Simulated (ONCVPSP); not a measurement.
# What one change does to a pseudopotential (C, ONCV)

carbon (C), optimised norm-conserving Vanderbilt (ONCV), made with ONCVPSP 4.0.1 (Wu-Cohen, scalar-relativistic). Core [He], reference 2s2 2p2. Waves: 2s: rc 1.40 bohr, ncon 3, nbas 8, qcut 5.6 1/bohr, 1 projector; 2p: rc 2.95 bohr, ncon 4, nbas 9, qcut 3.8 1/bohr, 2 projectors, debl 2.2 Ha. Local part: polynomial inside 1.35 bohr (lpopt 5, dvloc0 -1 Ha). Core correction: Teter function, fcfact 3.75, rcfact 1.3.

Change: p: debl 0.25.

Cutoffs: the cutoffs (Ha) at which the residual kinetic energy of the hardest occupied pseudo-wave falls to 1 and 0.1 mHa per electron; they do not see the model core or the augmentation charge, which bear on the density cutoff. Errors are all-electron minus pseudo energies relative to the spin-unpolarised reference configuration.

Q: How do hardness, ghosts and transferability respond?

A: The potential gets neither clearly harder nor softer (12 Ha and 21 Ha → 12 Ha and 21 Ha); the lowest positive-energy flag moves from p at 41.7 eV to none; of the 4 tests that both files solve, the error grows in 1 and shrinks in 0 by more than 15 % and 0.3 meV (median size 958.0 → 949.7 meV); neither file shows a bound ghost.

| quantity | base | changed |
| --- | --- | --- |
| cutoff, loose | 12 Ha | 12 Ha |
| cutoff, tight | 21 Ha | 21 Ha |
| bound ghosts | none | none |
| GHOST(+) flags under 300 eV | p at 41.7 eV | none |
| error for 2s2 2p1, meV [ΔE 10.82 eV] | +259 | +242 |
| error for 2s2 2p0, meV [ΔE 34.89 eV] | +1657 | +1657 |
| error for 2s1 2p0, meV [ΔE 82.93 eV] | +3129 | +3129 |
| error for 2s1 2p2, meV [ΔE 19.53 eV] | -106 | -135 |
| s: phases at 1.42 bohr within 0.05 rad from the reference energy up to (Ha; the scan ends near 5) | 2.0 | 2.0 |
| p: phases at 3.00 bohr within 0.05 rad from the reference energy up to (Ha; the scan ends near 5) | 0.0 | 0.5 |
| rms error of d²Exc/dni dnj with the model core, mHa | 0.68 | 0.68 |
